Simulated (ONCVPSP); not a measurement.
**Configuration tests for Ni (ONCV)**

* Element: nickel (Ni)
* Generator: ONCVPSP 4.0.1
* Type: optimised norm-conserving Vanderbilt (ONCV)
* Functional: LDA (Perdew-Zunger)
* Relativity: fully relativistic
* Frozen core: [Ne]
* Valence charge: 18
* Reference configuration: 3s2 3p6 3d8 4s0.5 (charge +1.5)
* Partial waves: 3s+4s: rc 1.30 bohr, ncon 3, nbas 6, qcut 9.8 1/bohr, 2 projectors; 3p: rc 0.80 bohr, ncon 4, nbas 8, qcut 11.8 1/bohr, 2 projectors, debl 3.8 Ha; 3d: rc 1.05 bohr, ncon 5, nbas 9, qcut 14.2 1/bohr, 2 projectors, debl 0.5 Ha; f scattering state at 0.36 Ha: rc 1.25 bohr, ncon 4, nbas 9, qcut 10.4 1/bohr, 2 projectors, debl 2.1 Ha
* Local potential: polynomial inside 0.75 bohr (lpopt 5, dvloc0 6 Ha)
* Core correction: polynomial model core, fcfact 0.65

Open shells are filled in proportion to 2j + 1.

In the d channel the program set the typed energies aside and used -0.854, 0.250 Ha (j = l + 1/2; the other j can differ).

Energies are relative to the spin-unpolarised reference configuration 3s2 3p6 3d8 4s0.5; without spin polarisation the order of configurations can differ from experiment.

Task: Give the all-electron excitation energy and the error of the potential for: 3s2 3p6 3d8 4s2; 3s2 3p6 3d8 4s1; 3s2 3p6 3d8 4s0; 3s1 3p6 3d8 4s2.

Result:

```csv
valence configuration,charge,ΔE all-electron (eV),error AE − PS (meV)
3s2 3p6 3d8 4s2,0,-17.385,+0.9
3s2 3p6 3d8 4s1,+1,-7.784,+0.1
3s2 3p6 3d8 4s0,+2,9.875,+0.4
3s1 3p6 3d8 4s2,+1,101.472,-157
```

Levels in the configuration 3s2 3p6 3d8 4s1:

| level | all-electron (eV) | pseudo (eV) |
| --- | --- | --- |
| 3s j=1/2 | -119.659 | -119.661 |
| 3p j=3/2 | -79.710 | -79.716 |
| 3p j=1/2 | -81.928 | -81.929 |
| 3d j=5/2 | -18.163 | -18.162 |
| 3d j=3/2 | -18.406 | -18.403 |
| 4s j=1/2 | -13.511 | -13.512 |
